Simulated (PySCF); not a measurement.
Compound: CuMe2, C₂H₆Cu (doublet state).
Bonds: Cu1–C2, Cu1–C6. Hydrogens: H3, H4, H5 on C2; H7, H8, H9 on C6.

Method: PBE0-D3(BJ)/def2-SVP geometry optimisation, gas phase (PySCF).

Question: Give the optimised bond lengths and angles.

Answer: 
| bond | length (Å) |
| --- | --- |
| Cu1–C2, Cu1–C6 | 1.977 |
| C2–H3 and 5 like bonds | 1.102 |

Bonds in one row agree within 0.01 Å and their mean is given. A selection of angles:
| angle | degrees |
| --- | --- |
| C2–Cu1–C6 | 179.9 |
| Cu1–C2–H3 | 111.2 |
| H3–C2–H4 | 107.7 |

Point group: near D3d, missed by 0.09 Å at most; the miss may be what the optimiser left on a soft mode (D3 holds within 0.08 Å). PBE0-D3(BJ)/def2-SVP frequencies: not computed here. ⟨S²⟩ = 0.751 (exact for a doublet: 0.75).

On x86-64 server, one thread, shared host, this took 19 s of wall time. That covers the optimisation of the geometry.

Caution for open-shell metal species: one SCF solution and one stationary point were followed, and a lower state or a bent or distorted shape isn't ruled out.
